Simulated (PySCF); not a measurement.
# Working out the ionisation energy of Se⁺

Se⁺ [Ar] 3d10 4s2 4p3 (4S) → Se²⁺ [Ar] 3d10 4s2 4p2 (3P). Computed with PySCF 2.14 in cc-pVDZ-DK, with the spin-free X2C one-electron Hamiltonian (Gaussian nucleus). Frozen: [Ar] 3d10. Energies in hartree (1 hartree = 27.21139 eV):

```tsv
part	Se⁺ (lower)	Se²⁺ (upper)
UHF	-2427.646845	-2426.880355
CCSD correlation	-0.070877	-0.059904
(T)	-0.000623	-0.000539
```

Problem. What does Hartree-Fock give?

Solution. (-2426.880355) − (-2427.646845) = 0.766490 hartree = 20.857 eV.

Problem. What do CCSD and CCSD(T) give?

Solution. The CCSD correlation energies differ by 0.010973 hartree = 0.299 eV and the triples by 0.000084 hartree = 0.002 eV, so CCSD gives 21.156 eV and CCSD(T) 21.158 eV.

Reference: 21.196 ± 0.01 eV (measured; NIST Atomic Spectra Database, ionization energies), between the lowest levels; spin-orbit coupling is absent from the calculation.

A double-zeta basis recovers only part of the correlation energy.

What remains against the reference includes basis incompleteness, the frozen core and higher excitations.
